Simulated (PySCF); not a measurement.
**Simulated absorption spectrum**

Species: C₄H₉FO₂Si.
Atom-mapped SMILES: `[CH3:1][O:2][C@@H:3]([F:4])[SiH:5]1[CH2:6][O:7][CH2:8]1` (hydrogens: H9, H10, H11 on C1; H12 on C3; H13 on Si5; H14, H15 on C6; H16, H17 on C8)

Level of theory: TDDFT wB97X-D/def2-SVPD, vertical, gas phase, core orbitals frozen in the response (PySCF). Isolated species at its GFN2-xTB geometry (one conformer only). Torsions of this conformer, `[CH3:1][O:2][C@@H:3]([F:4])[SiH:5]1[CH2:6][O:7][CH2:8]1`: C1–O2–C3–F4 68°, O2–C3–Si5–C6 163°.

Computed states:

```
state  E (eV)       f
   S1    6.65  0.0012
   S2    6.84  0.0010
   S3    7.00  0.0077
   S4    7.59   0.035
   S5    7.62   0.060
   S6    7.72   0.073
   S7    7.87   0.062
   S8    7.95   0.017
```

Each state is given a Gaussian of 0.25 eV full width at half maximum, with ε(max) = 2.175×10⁸ f / Δν̃ (Δν̃ the width in cm⁻¹). The width is an assumption, not a result. The curve ends short of the highest state used, and states not computed would add to its high-energy end.

Task: Give the broadened spectrum and its maxima.

Result: 
| E (eV) | ε (L mol⁻¹ cm⁻¹) |
| --- | --- |
| 6.27 | 0 |
| 6.31 | 1 |
| 6.35 | 3 |
| 6.38 | 5 |
| 6.42 | 13 |
| 6.46 | 27 |
| 6.49 | 43 |
| 6.53 | 71 |
| 6.57 | 102 |
| 6.61 | 131 |
| 6.64 | 147 |
| 6.68 | 165 |
| 6.72 | 185 |
| 6.76 | 223 |
| 6.79 | 274 |
| 6.83 | 380 |
| 6.87 | 526 |
| 6.90 | 648 |
| 6.94 | 791 |
| 6.98 | 864 |
| 7.02 | 833 |
| 7.05 | 743 |
| 7.09 | 567 |
| 7.13 | 377 |
| 7.17 | 220 |
| 7.20 | 139 |
| 7.24 | 87 |
| 7.28 | 116 |
| 7.32 | 281 |
| 7.35 | 566 |

Maxima: 177 nm (6.99 eV), ε about 870, made up of S3 (95%) (ε in L mol⁻¹ cm⁻¹; maxima over ε = 5, shares over 10%). At its high-energy end, 7.35 eV, the curve is still rising (ε about 570, from S4 and S5).

Task: Coming from long wavelengths, where does ε first pass 100 L mol⁻¹ cm⁻¹?

Result: At about 189 nm (6.57 eV), 0.08 eV below S1.

Task: What would ε be at 6.99 eV, the highest of these maxima, with half the width (0.125 eV)?

Result: About 1640 L mol⁻¹ cm⁻¹ against 866, a factor of about 1.9; a lone state at its own centre would give exactly 2.

Task: On this curve, what absorbance would a 10⁻³ mol/L sample give at 193 nm over a 1 cm path?

Result: 193 nm is 6.424 eV, where ε is about 14 L mol⁻¹ cm⁻¹, so A = ε c l ≈ 0.014 (Beer–Lambert, with the gas-phase spectrum and the assumed width).

Without π bonds the low states are Rydberg-like; a valence basis with one diffuse set may place them up to an eV too high.
